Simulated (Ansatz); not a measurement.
System: Si2H3 (charge 0, doublet). It need not be the lowest isomer of its formula. 
Structure (B3LYP-D3(BJ)/def2-TZVP (Ansatz, a first-principles code) minimum search):
```
Si
H 1 1.4873
H 1 1.4873 2 107.70
H 1 1.4953 2 107.53 3 115.62
Si 1 2.3820 2 116.12 3 -132.15
```
Charge 0, spin multiplicity 2.

Basis-set convergence of Hartree-Fock and CCSD(T) correlation energies (hartree) with Ansatz. Valence correlation only, unless marked. Open shells are spin-unrestricted. Spin-orbit coupling is left out. Non-relativistic.

The UHF reference is spin-contaminated (<S^2> 0.27 over the pure value in the largest basis). The T1 diagnostic of CCSD in the largest basis is 0.066, which is high, so the coupled-cluster rows are less sure than usual.

| basis | functions | E(HF) | E(corr, CCSD(T)) |
|---|---|---|---|
| cc-pV(D+d)Z | 61 | -579.53518 | -0.21458 |
| cc-pV(T+d)Z | 120 | [?] | [?] |

### Question
Some entries are withheld; supply them.

### Answer

- cc-pV(T+d)Z, E(HF): -579.55587
- cc-pV(T+d)Z, E(corr, CCSD(T)): -0.25497
